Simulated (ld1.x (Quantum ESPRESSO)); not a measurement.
# What one change does to a pseudopotential (F (Z = 9), RRKJ)

- Element: fluorine (F)
- Generator: ld1.x (Quantum ESPRESSO) 7.5
- Type: norm-conserving RRKJ (Kleinman–Bylander form)
- Functional: PBEsol
- Relativity: scalar-relativistic
- Frozen core: [He]
- Valence charge: 7
- Reference configuration: 2s2 2p3 (charge +2)
- Partial waves: 2s (bound): rc 0.55 bohr; 2p (bound): rc 1.00 bohr
- Local potential: the p channel
- Core correction: Bessel-smoothed model core inside 0.50 bohr

All-electron outer shells of the reference configuration (PBEsol, scalar-relativistic, ld1.x):

```json
{"shell": "2s", "level (eV)": "-67.75", "outermost node (bohr)": "0.24", "outermost maximum (bohr)": "0.73"}
{"shell": "2p", "level (eV)": "-48.88", "outermost node (bohr)": "–", "outermost maximum (bohr)": "0.66"}
```

Change: wave 2s (bound): rc 0.55 bohr becomes 2s (bound): rc 0.70 bohr.

Cutoffs: the cutoffs (Ry, on a coarse ladder) from which the occupation-weighted sum of valence levels, in a spherical-Bessel basis at the reference potential, stays within 10 and 1 mRy of its value at 400 Ry; they do not see the model core or the augmentation charge, which bear on the density cutoff. Errors are all-electron minus pseudo energies relative to the spin-unpolarised reference configuration.

Q: How do hardness, ghosts and transferability respond?

A: The potential gets softer (230 Ry and 300 Ry → 160 Ry and 230 Ry); of the 7 tests that both files solve, the error grows in 1 and shrinks in 5 by more than 15 % and 0.3 meV (median size 30.1 → 13.0 meV); neither file shows a bound ghost. A larger radius leaves more room for a smooth pseudo-wave, so fewer plane waves are needed.

```tsv
quantity	base	changed
cutoff, loose	230 Ry	160 Ry
cutoff, tight	300 Ry	230 Ry
loose cutoff by channel (10 mRy a level)	s 200 Ry, p 110 Ry	s 140 Ry, p 110 Ry
bound ghosts	none	none
error for 2s2 2p5, meV [ΔE -57.59 eV]	-3.7	-13
error for 2s2 2p4, meV [ΔE -38.28 eV]	+5.4	+1.6
error for 2s2 2p2, meV [ΔE 60.49 eV]	+30	+22
error for 2s2 2p4.5, meV [ΔE -50.08 eV]	+3.2	-3.5
error for 2s2 2p1, meV [ΔE 146.08 eV]	+244	+194
error for 2s1 2p5, meV [ΔE -19.29 eV]	+48	+23
error for 2s1 2p6, meV [ΔE -38.90 eV]	+41	+8.4
s: phases at 1.10 bohr within 0.05 rad from the reference energy up to (Ry; the scan ends near 5)	to the end of the scan	to the end of the scan
p: phases at 1.10 bohr within 0.05 rad from the reference energy up to (Ry; the scan ends near 5)	to the end of the scan	to the end of the scan
```
